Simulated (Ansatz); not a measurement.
Geometry optimisation, Ansatz, RKS PBE-D4/def2-SVP.

The input (input.yaml):

```yaml
crystal:
  periodic: [false, false, false]
  atoms:
    - { symbol: S, position_ang: [-0.3226, 2.44, 0.5171] }
    - { symbol: Sb, position_ang: [1.2616, 0.8645, -0.3421] }
    - { symbol: Ge, position_ang: [0.9365, -0.6344, 1.7411] }
    - { symbol: Sn, position_ang: [-0.6474, -0.5299, -1.7173] }
    - { symbol: H, position_ang: [-0.5416, 3.0445, -0.7888] }
    - { symbol: H, position_ang: [-0.61201, -0.7689, 2.0286] }
    - { symbol: H, position_ang: [1.59141, 0.06591, 2.98616] }
    - { symbol: H, position_ang: [1.51419, -1.9761, 1.5011] }
    - { symbol: H, position_ang: [-2.0787, -0.7722, -0.5992] }
    - { symbol: H, position_ang: [-1.2304, 0.386, -3.0856] }
    - { symbol: H, position_ang: [-0.0984, -2.0901, -2.2041] }
basis:
  gaussian: { orbitals: def2-SVP }
hamiltonian:
  xc: pbe
  dispersion: d4
relax:
  f_tol: 0.015
  max_steps: 40
```

Run as:

```bash
$ ansatz run input.yaml --threads 2 --pin off --max-ram 3072MiB --backend cpu --events-out ev --progress --plain --runs-dir out
```

Problem. Where does it end, and by what steps?

Solution. The run converged. After 14 steps the energy has fallen by 0.389 eV; H5 moved furthest, 0.85 Å.

```tsv
step	energy less start (eV)	largest force component (eV/Å)	accepted
0	0.0000	1.635	yes
1	-0.1552	1.876	yes
2	-0.3076	0.669	yes
3	-0.3257	0.289	yes
4	-0.3702	0.090	yes
5	-0.3790	0.053	yes
6	-0.3772	0.348	no
7	-0.3827	0.035	yes
8	-0.3846	0.136	yes
9	-0.3856	0.123	yes
10	-0.3872	0.117	yes
11	-0.3880	0.094	yes
12	-0.3885	0.060	yes
13	-0.3887	0.027	yes
14	-0.3889	0.009	yes
```

```xyz
11
Properties=species:S:1:pos:R:3
S -0.558 2.479 0.362
Sb 1.188 0.872 -0.431
Ge 0.886 -0.555 1.783
Sn -0.746 -0.710 -1.785
H -0.022 3.528 -0.325
H -0.615 -0.662 2.159
H 1.663 0.128 2.940
H 1.459 -1.983 1.561
H -2.028 -1.135 -0.702
H -1.394 0.230 -3.085
H -0.060 -2.164 -2.440
```

Run time: 60 s on 2 threads of Arm Neoverse V1, on a shared host, peak memory 0.21 GiB.
